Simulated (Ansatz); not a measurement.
Basis-set extrapolation for `O[Si](O)(F)[SiH2]F` (PBE0-D4/def2-TZVP geometry, frozen core, the Gaussian-basis code of Ansatz). Multiplicity 1, RHF reference.

```json
{"": "HF", "def2-TZVPP": "-929.232020", "def2-QZVPP": "-929.268028"}
{"": "MP2 correlation", "def2-TZVPP": "-1.209333", "def2-QZVPP": "-1.317877"}
{"": "CCSD(T) correlation", "def2-TZVPP": "-1.274360", "def2-QZVPP": "not run"}
```

Energies in hartree. Use E(X) = E(∞) + A·exp(−7.88·√X) for Hartree–Fock and E(X) = E(∞) + B·X^(−2.97) for correlation, with X = 3 and 4, and add CCSD(T) minus MP2 of the smaller set to the MP2 limit.

Task: What is the CCSD(T) energy at the basis-set limit?

Result: HF limit: -929.268028 + (-0.036008) × 0.13774 = -929.27299. MP2 limit: -1.317877 + (-0.108544) × 0.74074 = -1.39828. Higher-order term: -1.274360 − (-1.209333) = -0.06503. Total: -930.73630 hartree, 6.26 eV below CCSD(T)/def2-TZVPP.
